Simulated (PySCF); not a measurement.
## Broadened absorption spectrum of C5H9NSi

Species: C5H9NSi.
SMILES: `C1C=CC[SiH]1N=C`

Level of theory: TDDFT B3LYP/def2-SVPD, vertical, gas phase, core orbitals frozen in the response (PySCF 2.14.0, density-fitted response routines). Isolated species at its GFN2-xTB geometry (one conformer only).

Computed states:

```json
{"state": "S1", "E (eV)": "4.00", "f": "0.0004"}
{"state": "S2", "E (eV)": "4.87", "f": "0.0001"}
{"state": "S3", "E (eV)": "6.03", "f": "0.162"}
{"state": "S4", "E (eV)": "6.29", "f": "0.057"}
{"state": "S5", "E (eV)": "6.36", "f": "0.0051"}
{"state": "S6", "E (eV)": "6.48", "f": "0.0001"}
{"state": "S7", "E (eV)": "6.53", "f": "0.0013"}
{"state": "S8", "E (eV)": "6.60", "f": "0.0005"}
```

Broadening: Gaussians 0.3 eV wide at half height, area fixed by f = 4.319×10⁻⁹ ∫ε dν̃. The width is an assumption, not a result. The curve ends short of the highest state used, and states not computed would add to its high-energy end.

Task: What does the envelope look like, and where are its maxima?

Result: 
| λ (nm) | ε (L mol⁻¹ cm⁻¹) |
| --- | --- |
| 206.5 | 14772 |
| 210.6 | 8028 |
| 214.6 | 2148 |
| 218.7 | 283 |
| 222.8 | 20 |
| 226.9 | 1 |
| 230.9 | 0 |
| 235.0 | 0 |
| 239.1 | 0 |
| 243.1 | 1 |
| 247.2 | 4 |
| 251.3 | 6 |
| 255.4 | 7 |
| 259.4 | 6 |
| 263.5 | 3 |
| 267.6 | 1 |
| 271.7 | 0 |
| 275.7 | 0 |
| 279.8 | 0 |
| 283.9 | 1 |
| 287.9 | 2 |
| 292.0 | 5 |
| 296.1 | 12 |
| 300.2 | 21 |
| 304.2 | 29 |
| 308.3 | 34 |
| 312.4 | 33 |
| 316.4 | 28 |
| 320.5 | 20 |
| 324.6 | 12 |
| 328.7 | 7 |
| 332.7 | 3 |
| 336.8 | 1 |
| 340.9 | 1 |
| 345.0 | 0 |
| 349.0 | 0 |

Maxima: 310 nm (4.00 eV), ε about 34, made up of S1 (100%); 255 nm (4.87 eV), ε about 7.2, made up of S2 (100%) (ε in L mol⁻¹ cm⁻¹; maxima over ε = 5, shares over 10%). At its high-energy end, 6.00 eV, the curve is still rising (ε about 15000, from S3).

Task: Coming from long wavelengths, where does ε first pass 100 L mol⁻¹ cm⁻¹?

Result: At about 220 nm (5.62 eV), 1.62 eV above S1.

Task: What would ε be at 4.00 eV, the highest of these maxima, with half the width (0.15 eV)?

Result: About 68.3 L mol⁻¹ cm⁻¹ against 34.2, a factor of about 2.00; a lone state at its own centre would give exactly 2.

Task: On this curve, what absorbance would a 10⁻⁴ mol/L sample give at 222 nm over a 1 cm path?

Result: 222 nm is 5.585 eV, where ε is about 36 L mol⁻¹ cm⁻¹, so A = ε c l ≈ 0.0036 (Beer–Lambert, with the gas-phase spectrum and the assumed width).

The run took 58 s on Intel Xeon at 2.70 GHz, one thread, shared host, and the process peaked at 0.87 GiB of memory.
